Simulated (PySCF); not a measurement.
Isomers of [C7H18PSi]+ (charge +1), from PySCF 2.14.0, PBE0-D3(BJ)/def2-SVP geometry optimisation, gas phase. One conformer each, no zero-point energy, no frequencies.

Question: Which isomer lies lowest at this level?
A. `[CH3:1][CH2:2][P@@H+:3]1[CH2:4][CH2:5][C@@H:6]([SiH3:7])[C@@H:8]1[CH3:9]` (charge +1) with C1–C2–P3–C4 -63°, C2–P3–C4–C5 -128°, P3–C4–C5–C6 32°, C4–C5–C6–Si7 -174°, C5–C6–C8–C9 167°: A = 2162, B = 667.3, C = 561.2 MHz, dipole 4.07 D
B. `[CH2:1]=[C:2]([CH3:3])[P@@H+:4]([CH2:5][SiH3:6])[CH2:7][CH2:8][CH3:9]` (charge +1) with C1–C2–P4–C5 119°, C2–P4–C5–Si6 -175°, C2–P4–C7–C8 50°, P4–C7–C8–C9 62°: A = 1260, B = 761.9, C = 571.9 MHz, dipole 1.19 D
C. `[CH2:1]=[CH:2][P@+:3]([CH3:4])([CH2:5][SiH3:6])[CH2:7][CH2:8][CH3:9]` (charge +1) with C1–C2–P3–C4 1°, C2–P3–C5–Si6 178°, C2–P3–C7–C8 -62°, P3–C7–C8–C9 177°: A = 1177, B = 776.4, C = 554.0 MHz, dipole 2.16 D

Answer: A. That is `CC[P@@H+]1CC[C@@H]([SiH3])[C@@H]1C`, 9.1 kcal/mol below the next.

```csv
SMILES,mapped SMILES,E (Eh),relative (kcal/mol),relative (kJ/mol),dipole about centre of mass (D)
CC[P@@H+]1CC[C@@H]([SiH3])[C@@H]1C,[CH3:1][CH2:2][P@@H+:3]1[CH2:4][CH2:5][C@@H:6]([SiH3:7])[C@@H:8]1[CH3:9],-907.24799,0.0,0.0,4.07
C=C[P@+](C)(C[SiH3])CCC,[CH2:1]=[CH:2][P@+:3]([CH3:4])([CH2:5][SiH3:6])[CH2:7][CH2:8][CH3:9],-907.23350,9.1,38.0,2.16
C=C(C)[P@@H+](C[SiH3])CCC,[CH2:1]=[C:2]([CH3:3])[P@@H+:4]([CH2:5][SiH3:6])[CH2:7][CH2:8][CH3:9],-907.22044,17.3,72.3,1.19
```
